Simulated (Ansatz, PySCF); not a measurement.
Dimer: SiH4 (SMILES [SiH4]) (first 5 atoms) with CH3Br (SMILES CBr); geometry from B3LYP-D3(BJ)/def2-TZVP, rigid monomers moved along the line of their centres of mass till Si1···Br7 is 5.31 Å.
(charge 0, multiplicity 1):
```xyz
10

Si    -0.0443    -0.3024     0.0989
H      0.6309    -1.5814     0.4011
H     -1.4102    -0.3016     0.6688
H     -0.1368    -0.1274    -1.3701
H      0.7252     0.8259     0.6690
C     -0.9009     1.3125     5.1365
Br     0.0080    -0.3994     5.4079
H     -0.2249     1.9571     4.5862
H     -1.1294     1.7212     6.1144
H     -1.8034     1.1162     4.5688
```

Counterpoise-corrected where a basis set is named; no monomer relaxation. Rows marked so take none.

Rows in 3-21G carry no dispersion term and start afresh at each structure; the Pople sets are all-electron and without relativity.

Programs: Ansatz (Gaussian orbitals); PySCF for 3-21G rows, the dispersion terms. 

Task: Give the interaction energy at the level HF/3-21G (no counterpoise).

Result: -11 meV

Ansatz is a quantum-chemistry and plane-wave program.
